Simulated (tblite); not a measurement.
C3H4O4Si.
SMILES: `C[SiH]1OC(=O)C(=O)O1`

Method: GFN2-xTB as coded in tblite; computed harmonic values from a numerical Hessian at the method's own geometry, unscaled. The method is semi-empirical: single wavenumbers can be off by several per cent or more. Modes of hydrogen on silicon can be 10 to 20 % off.

Harmonic wavenumbers (cm⁻¹): 67.9, 93.5, 95.9, 175.3, 261.0, 324.3, 431.8, 463.9, 492.0, 574.0, 613.8, 679.0, 702.2, 773.1, 801.1, 809.3, 837.9, 849.7, 921.4, 1046.8, 1198.8, 1364.6, 1438.1, 1453.6, 1798.5, 1849.7, 2393.6, 3006.5, 3058.3, 3060.3.

A = 3179, B = 1490, C = 1136 MHz; mass 131.988 u (most abundant isotopes); point group Cs, symmetry number 1.

What is the zero-point energy?

Half the sum of the wavenumbers: 15818 cm⁻¹ = 189.23 kJ/mol.

Give the ideal-gas entropy at 200 K and 1 bar in the rigid-rotor, harmonic-oscillator model (classical rotation).

Translation 161.45, rotation 114.18, vibration 58.69: S = 334.3 J/(mol K).

And Cp and H(200 K) − H(0)?

Cp = 99.37 J/(mol K), of which vibrations give 66.11 (their classical limit is 30 R = 249.4); H(200 K) − H(0) = 13.18 kJ/mol without the zero-point energy, 6.53 from vibrations.

What must be added to the electronic energy to get the Gibbs energy at 200 K and 1 bar?

ZPE + [H(200 K) − H(0)] − T·S = 189.23 + 13.18 − 66.87 = 135.54 kJ/mol.

How do the functions run with temperature in this model?

| T (K) | S (J/(mol K)) | Cp (J/(mol K)) | H − H(0) (kJ/mol) | G − H(0) (kJ/mol) | ln q(vib) |
| --- | --- | --- | --- | --- | --- |
| 150 | 308.3 | 82.4 | 8.64 | -37.61 | 2.15 |
| 250 | 358.3 | 116.2 | 18.57 | -71.01 | 4.12 |
| 298.15 | 380.1 | 131.2 | 24.53 | -88.79 | 5.07 |
| 400 | 422.5 | 157.9 | 39.31 | -129.70 | 7.08 |
| 600 | 494.0 | 193.9 | 74.78 | -221.59 | 10.87 |
| 900 | 579.2 | 225.5 | 138.16 | -383.10 | 16.03 |

q(vib) and H(0) count from the zero-point level.

Which modes carry the vibrational entropy at 200 K?

67.9 cm⁻¹: 14.35; 93.5 cm⁻¹: 11.77; 95.9 cm⁻¹: 11.56; 175.3 cm⁻¹: 6.92; 261.0 cm⁻¹: 4.20; 324.3 cm⁻¹: 2.93 J/(mol K); the other 24 give 6.96 together.

Blend soft modes into free rotors: weight 1/[1 + (100 cm⁻¹/ν̃)⁴] for the oscillator and the rest for a rotor with moment μB/(μ + B), μ = h/(8π²ν), B = 10⁻⁴⁴ kg m². What vibrational entropy results?

55.57 J/(mol K) in place of 58.69, which changes −T·S at 200 K by +0.62 kJ/mol.

Hindered rotation and anharmonicity are outside this model.
